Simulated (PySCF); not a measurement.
Spinor energies of Sb¹⁶⁺ (antimony, charge +16)

Start: [Ar] 3d10 4s2 4p5; 4p1/2 filled at m_j = -1/2, +1/2; 4p3/2 filled at m_j = -1/2, +1/2, +3/2. Calculated with PySCF 2.14 in an even-tempered Gaussian basis (18 s from 0.84 bohr⁻², ratio 2.8; 14 p from 1.1 bohr⁻², ratio 2.8; 9 d from 1.9 bohr⁻², ratio 2.8; 4 f from 7.3 bohr⁻², ratio 3): generalised Hartree-Fock with the X2C-1e Hamiltonian and a Gaussian nucleus; spin-orbit coupling (SO) screened by Boettger's factors.

| spinor shell | electrons | ε, screened SO (eV) | weight of nominal j (screened SO) | rms radius, screened SO (bohr) |
| --- | --- | --- | --- | --- |
| 1s1/2 | 2 | -31044.9 | 1.000 | 0.0325 |
| 2s1/2 | 2 | -5159.6 | 1.000 | 0.133 |
| 2p1/2 | 2 | -4842.5 | 1.000 | 0.115 |
| 2p3/2 | 4 | -4587.5 | 1.000 | 0.120 |
| 3s1/2 | 2 | -1358.2 | 1.000 | 0.350 |
| 3p1/2 | 2 | -1228.0 | 1.000 | 0.342 |
| 3d3/2 | 4 | -950.59 | 0.999 | 0.325 |
| 3d5/2 | 6 | -940.26 | 0.999 | 0.329 |
| 4s1/2 | 2 | -511.71 | 1.000 | 0.771 |
| 4p1/2 | 2 | -460.25 | 0.987 | 0.794 |
| 4p3/2 | 3 | -448.76 | 0.991 | 0.814 |

Task: Where does 3p3/2 lie, and what is the 3p spin-orbit splitting (screened SO)?

Result: At -1178.1 eV, 49.877 eV above 3p1/2.

```
   quantity  screened SO
E (hartree)  -6382.90495
        M_J          3/2
       ⟨J²⟩        3.753
       ⟨L²⟩        2.016
       ⟨S²⟩        0.765
```

Each row is a mean over spinors that exchange with the open shell spreads, by up to 7.530 eV (4s1/2).

Breit and QED terms are absent; they matter most for the inner s and p1/2 levels.

Densities and radii are taken from the X2C orbitals without a picture-change correction, which distorts them close to the nucleus.
